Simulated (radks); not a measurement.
Dipole-allowed excitations along the series with 46 electrons in [Kr] 4d10. Calculated with a radial shooting solver on a logarithmic mesh with Libxc functionals: scalar-relativistic Kohn-Sham, exchange-only LDA, spin-unpolarised, spherical densities, finite nucleus; Fermi nuclear charge, rms radius of each element as measured or else 0.836 A^(1/3) + 0.57 fm. Time-dependent linear response with the Hartree and adiabatic exchange-only LDA kernel, continuum included through the Sternheimer equations, no spin-orbit coupling, so fine structure and intercombination lines are absent. Lines are the poles of the dipole polarisability below minus the highest occupied eigenvalue, found on a grid refined at the orbital gaps; the lowest seven at most are given, and weak or close lines can be missed. The first line takes the name of the lowest orbital gap if no other gap lies below it; otherwise a line is named after a gap within 0.6 % of it, if that gap stands alone.

species  -e(HOMO) (eV)  lowest orbital gap (eV)  first line (eV)      f  strongest line (eV)  its f  static alpha (bohr^3)
I7+             137.93             4d-5p 59.416   60.539 (4d-5p)  0.973  89.497 (unassigned)   5.81                  1.072
Xe8+            165.88             4d-5p 70.313   71.512 (4d-5p)  0.992  101.01 (unassigned)   7.31                 0.8627
Cs9+            195.76             4d-5p 81.854   83.130 (4d-5p)   1.01  111.50 (unassigned)   8.19                 0.7083
